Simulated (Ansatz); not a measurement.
Geometry optimisation, RKS B3LYP-D4/def2-SVP in Ansatz 0.2.0.

The input (input.yaml):

```yaml
crystal:
  periodic: [false, false, false]
  atoms:
    - { symbol: Li, position_ang: [-1.2731, 2.4404, 0.09706] }
    - { symbol: "N", position_ang: [-0.21811, 1.26626, -0.60065] }
    - { symbol: C, position_ang: [-0.3197, 0.19003, 0.26681] }
    - { symbol: Si, position_ang: [0.68624, -1.26963, 0.27395] }
    - { symbol: H, position_ang: [0.39459, 1.00308, -1.36356] }
    - { symbol: H, position_ang: [-0.95126, 0.39327, 1.14373] }
    - { symbol: H, position_ang: [1.39908, -1.64363, -0.93702] }
    - { symbol: H, position_ang: [0.28226, -2.37978, 1.11969] }
basis:
  gaussian: { orbitals: def2-SVP }
hamiltonian:
  xc: b3lyp
  dispersion: d4
relax:
  f_tol: 0.015
  max_steps: 40
output:
  orbitals: {}
```

Run as:

```bash
$ ansatz run input.yaml --threads 1 --pin off --max-ram 2048MiB --backend cpu --events-out ev --progress --plain --runs-dir out
```

Where does it end, and by what steps?

It converged. After 14 steps the energy has fallen by 0.351 eV; Li1 moved furthest, 0.38 Å. Joined: Li1–H6.

| step | energy less start (eV) | largest force component (eV/Å) | accepted |
| --- | --- | --- | --- |
| 0 | 0.0000 | 1.145 | yes |
| 1 | -0.1236 | 1.117 | yes |
| 2 | -0.2308 | 1.526 | yes |
| 3 | -0.2949 | 0.725 | yes |
| 4 | -0.3259 | 0.211 | yes |
| 5 | -0.3298 | 0.109 | yes |
| 6 | -0.3315 | 0.059 | yes |
| 7 | -0.3352 | 0.156 | yes |
| 8 | -0.3385 | 0.225 | yes |
| 9 | -0.3412 | 0.306 | yes |
| 10 | -0.3457 | 0.239 | yes |
| 11 | -0.3487 | 0.139 | yes |
| 12 | -0.3507 | 0.072 | yes |
| 13 | -0.3510 | 0.033 | yes |
| 14 | -0.3511 | 0.012 | yes |

```xyz
8
Properties=species:S:1:pos:R:3
Li -1.312 2.147 0.329
N -0.226 1.221 -0.698
C -0.191 0.229 0.178
Si 0.971 -1.190 0.505
H 0.400 1.068 -1.488
H -0.898 0.389 1.051
H 1.279 -1.657 -0.905
H -0.023 -2.206 1.028
```

Run time: 37 s on 1 thread of Intel(R) Xeon(R) Platinum 8488C (Sapphire Rapids) (shared host), peak memory 0.17 GiB.
